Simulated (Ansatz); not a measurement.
hydrogen fluoride (hydrogen fluoride), singlet, geometry from GFN2-xTB.

The Ansatz (a quantum-chemistry and plane-wave program) input:
Ansatz 0.2 input:
```yaml
crystal:
  periodic: [false, false, false]
  atoms:
    - {symbol: F, position_ang: [-0.00000000, -0.00000000, -0.09325170]}
    - {symbol: H, position_ang: [0.00000000, 0.00000000, 0.83926531]}
basis:
  gaussian:
    orbitals: 6-31G
magnetization: {spin_polarized: false}
correlation: {method: mp2}
```

**Question.** What does this run give for the number of basis functions, total energy, MP2 correlation energy?

**Answer.** 
The number of basis functions comes out as 11 and the total energy is -100.1118 Eh. The MP2 correlation energy comes out as -0.1285 Eh.
